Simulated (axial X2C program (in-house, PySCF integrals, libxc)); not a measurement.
## Testing model relations on IrSe⁻

A bond curve at the PW91 level, 2c, was computed with an in-house relativistic program for diatomic molecules (basis Ir dyall-av2z [12s13p10d6f], Se dyall-av2z [8s9p6d] (cores contracted in-house)) for the state Ω = 4 (⟨Sz⟩ = 1.05, ⟨Lz⟩ = 2.95 at PW91). Its fit gives Re = 2.2707 Å, ωe = 294.5 cm⁻¹, ωexe = 0.713 cm⁻¹ and αe = 1.771e-04 cm⁻¹; the masses are 192.9629 and 79.9165 u. Two-component means X2C with spin–orbit coupling and atomic mean-field Coulomb and Gaunt terms.

Question: Find the reduced mass, Be and the force constant.

Answer: From the PW91 values: μ = 56.5118 u. Be = 16.8576/(μ Re²) = 0.05785 cm⁻¹. k = 5.8918×10⁻⁷ μ ωe² = 2.89 mdyn/Å.

Question: A Morse curve ties αe to the other constants (Pekeris). How well does that hold?

Answer: αe(Morse) = 6Be²/ωe × (√(ωexe/Be) − 1) = 1.712e-04 cm⁻¹; the PW91 curve gives 1.771e-04 cm⁻¹, a ratio of 0.97.

Question: Estimate De from a Morse curve and compare with the computed well depth of 4.161 eV to Ir + Se-.

Answer: De(Morse) = ωe²/(4ωexe) = 3.770 eV against 4.161 eV computed, a ratio of 0.91. For De the Morse form works well here.

Question: Where do the fundamental and the first overtone lie?

Answer: ν(1←0) = ωe − 2ωexe = 293.1 cm⁻¹; ν(2←0) = 2ωe − 6ωexe = 584.7 cm⁻¹.

Question: Estimate the centrifugal constant by the Kratzer relation.

Answer: D = 4Be³/ωe² = 8.93e-09 cm⁻¹.

The state is one determinant whose occupation by symmetry is held fixed; it was picked as the lowest of a PBE0 search that is not exhaustive. De is counted from the lowest determinant-based energies of the atoms at the same level, without counterpoise correction. Density functionals use the spin component along the axis (collinear). The functionals have no current-density term, which raises determinants with orbital currents, atoms included. With several unpaired electrons one determinant need not be a pure state. At some level and bond length an empty orbital lies below a filled one. The highest occupied level of some functionals is positive through self-interaction error; at Hartree–Fock it is bound. The lowest spin-free determinant has another configuration (M_S = 1, Λ = 0), so the order of states is uncertain and this need not be the ground state.
